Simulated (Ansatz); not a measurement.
**Question.** Name a neutral molecule of B, C, Cl, S and H with HOMO–LUMO gap (ωB97M-V/def2-TZVPP) between 9.70 and 10.00 eV and LUMO energy (ωB97M-V/def2-TZVPP) between 0.25 and 0.55 eV (Ansatz, PBE0-D4/def2-TZVP geometry).

**Answer.** `BSC(=C)Cl` (9.84 eV, 0.37 eV); `ClC1=CCSB1` (9.82 eV, 0.28 eV). Other molecules can fit too; these were computed, each in one conformer that needn't be the lowest.
